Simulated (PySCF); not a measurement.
Species: C7H10OSi.
Atom-mapped SMILES: `[CH:1]#[C:2][C:3]1=[CH:4][C@@H:5]([CH3:6])[Si@@H:7]([OH:8])[CH2:9]1` (hydrogens: H10 on C1; H11 on C4; H12 on C5; H13, H14, H15 on C6; H16 on Si7; H17 on O8; H18, H19 on C9)

A GFN2-xTB structure was refined with PBE0-D3(BJ)/def2-SVP geometry optimisation, gas phase (PySCF). Its GFN2-xTB values:

```
  coordinate  GFN2-xTB
       C1≡C2   1.228 Å
      C1–H10   1.023 Å
       C2–C3   1.425 Å
       C3=C4   1.310 Å
       C3–C9   1.504 Å
       C4–C5   1.533 Å
      C4–H11   1.055 Å
      C5–Si7   1.915 Å
      C5–H12   1.112 Å
      C6–H13   1.111 Å
      Si7–O8   1.623 Å
      Si7–C9   1.881 Å
     Si7–H16   1.475 Å
      O8–H17   0.967 Å
      C9–H18   1.100 Å
      C9–H19   1.081 Å
    C2–C3–C9    117.2°
    C3–C4–C5    117.3°
   C3–C9–Si7    103.6°
    C4–C3–C9    121.0°
    C4–C5–C6    111.2°
   C4–C5–Si7    103.3°
   C5–Si7–O8    114.4°
   C5–Si7–C9     94.6°
C2–C3–C9–Si7      177°
 C3–C4–C5–C6     -119°
C4–C5–Si7–O8     -116°
C5–Si7–C9–C3        3°
```

How do these coordinates change at the PBE0-D3(BJ)/def2-SVP level?

```
  coordinate  PBE0-D3(BJ)/def2-SVP (Å or °)  change
      C1–H10                          1.074  +0.051
      Si7–O8                          1.670  +0.047
       C3=C4                          1.353  +0.043
      C4–H11                          1.096  +0.041
       C4–C5                          1.504  -0.029
      C9–H19                          1.104  +0.023
     Si7–H16                          1.497  +0.022
       C1≡C2                          1.215  -0.013
       C3–C9                          1.517  +0.013
      C5–Si7                          1.903  -0.012
      C6–H13                          1.102  -0.009
      O8–H17                          0.961  -0.006
      C5–H12                          1.108  -0.004
      C9–H18                          1.102  +0.002
      Si7–C9                          1.880  -0.001
       C2–C3                          1.426  +0.001
    C4–C3–C9                          118.1    -2.9
    C3–C4–C5                          119.9    +2.6
    C4–C5–C6                          113.5    +2.3
   C4–C5–Si7                          101.2    -2.1
    C2–C3–C9                          119.2    +2.0
   C5–Si7–O8                          112.5    -1.9
   C5–Si7–C9                           96.4    +1.8
   C3–C9–Si7                          102.2    -1.4
C4–C5–Si7–O8                           -100     +16
C5–Si7–C9–C3                            -13     -16
 C3–C4–C5–C6                           -134     -15
C2–C3–C9–Si7                           -171     +12
```

The energy falls by 29.2 kJ/mol over 18 energy and gradient evaluations, the largest force component goes from 0.0719 to 2.8e-04 Eh/bohr, and the atoms move by 0.296 Å rms after alignment. The bond that changes most is C1–H10 (terminal alkyne carbon to alkyne hydrogen), which lengthens by 0.051 Å. Bonds longer at the end by more than 0.005 Å: 8 of 19; shorter: 5. Among the dihedrals that turn most is H16–Si7–C9–H18, from 128° to 107°. Rotational constants go from 2475, 933.8, 750.2 to 2368, 938.0, 757.7 MHz.

The run used 180 basis functions and 132 SCF cycles in all. The run took 8.2 min on an Arm Neoverse N1 with one thread, shared host, and the process peaked at 0.76 GiB of memory.

Stationary, but not proved a minimum. The numbers are those of one conformer.
